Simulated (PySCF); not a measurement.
# How methods differ on the interval between two levels of Mg⁺

Mg⁺ [Ne] 3s1 [2S1/2, M_J = 1/2] → Mg⁺ [Ne] 3p1 [2P3/2, M_J = 3/2], as a difference of total energies. All numbers are calculated (PySCF 2.14, the two-component X2C-1e Hamiltonian, in x2c-SVPall-2c with one added diffuse shell each of s, p type (5s5p1d, 25 functions)). Correlated levels: [Ne] frozen. "Screened" scales the spin-orbit matrix elements by Boettger's factors to mimic the two-electron term; Breit and QED terms are absent.

```
                        method  interval between two levels (cm⁻¹)
               GHF (spin-free)                               33985
              GMP2 (spin-free)                               33985
             GCCSD (spin-free)                               33985
          GCCSD(T) (spin-free)                               33985
     GHF (screened spin-orbit)                               34017
    GMP2 (screened spin-orbit)                               34017
   GCCSD (screened spin-orbit)                               34017
GCCSD(T) (screened spin-orbit)                               34017
```

Errors of the correlated levels include the incompleteness of this basis and the frozen core.

For comparison: 35761 cm⁻¹ (measured; NIST Handbook of Basic Atomic Spectroscopic Data (Sansonetti and Martin, J. Phys. Chem. Ref. Data 34, 1559 (2005))).
